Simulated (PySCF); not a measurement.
**Structure from 2D NMR**

Compound of formula C₈H₆O. Correlations simulated from computed shifts and the bond graph:

HSQC (one-bond C–H):
```
  δH     δC
7.88  148.7
7.46  148.5
6.89  113.5
6.18  127.6
6.01  127.6
2.65   86.6
```

COSY cross peaks (H two or three bonds apart, from the bond graph; peaks can be absent where the dihedral angle is near 90°):
```
  δH    δH
7.46  6.89
6.18  6.01
```

HMBC (two and three bonds, from the bond graph):
```
  δH                          δC
7.88  148.5, 132.0, 127.6, 113.5
7.46         148.7, 132.0, 113.5
6.89  148.7, 148.5, 132.0, 127.6
6.18          132.0, 127.6, 87.1
6.01          132.0, 127.6, 87.1
2.65                 127.6, 87.1
```

Carbons without hydrogens: δ 132.0, 127.6, 87.1.

Non-relativistic, gas phase, one conformer. PBE0/pcSseg-1 with gauge-including orbitals; GFN2-xTB structure; PySCF.

Chemical shifts δ = σref − σ; TMS for 1H (σref 31.72), 13C (σref 186.93), all at this level.

Exchangeable hydrogens are left out of these lists.

Question: Which molecule is this?

Answer: `c1cc(C(C#C)=C)co1`.

Numbering as in the mapped SMILES `[CH:1]#[C:2][C:3](=[CH2:4])[c:5]1[cH:6][cH:7][o:8][cH:9]1`. Hydrogens are named by the atom that carries them. Ha(C4) is cis to C2; Hb(C4) is trans to C2.

- δC 148.7 is C9, an aromatic CH next to the ring oxygen (δH 7.88).
- δC 148.5 is C7, an aromatic CH next to the ring oxygen (δH 7.46).
- δC 132.0 is C5, a substituted aromatic carbon.
- δC 127.6 is C4, a terminal =CH2 carbon (δH 6.01, 6.18).
- δC 127.6 is C3, a fully substituted alkene carbon.
- δC 113.5 is C6, an aromatic CH (δH 6.89).
- δC 87.1 is C2, an alkyne carbon.
- δC 86.6 is C1, a terminal alkyne carbon (δH 2.65).
- HMBC from δH 7.88 reaches the proton-free carbons C5, C3.
- HMBC from δH 7.46 reaches the proton-free carbon C5.
- HMBC from δH 6.89 reaches the proton-free carbons C5, C3.
- HMBC from δH 6.18 reaches the proton-free carbons C5, C3, C2.
- COSY links 7.46–6.89, 6.18–6.01.

This is the structure that produced the data.

Shifts are as computed. Against solution values, carbons near 30 ppm lie about +3 ppm off and those near 130 ppm about +5 ppm. Of 1211 compounds with measured shifts, 218 miss one by over three times the rms of a fit or turn the order of signals round; such compounds aren't used in these exercises.
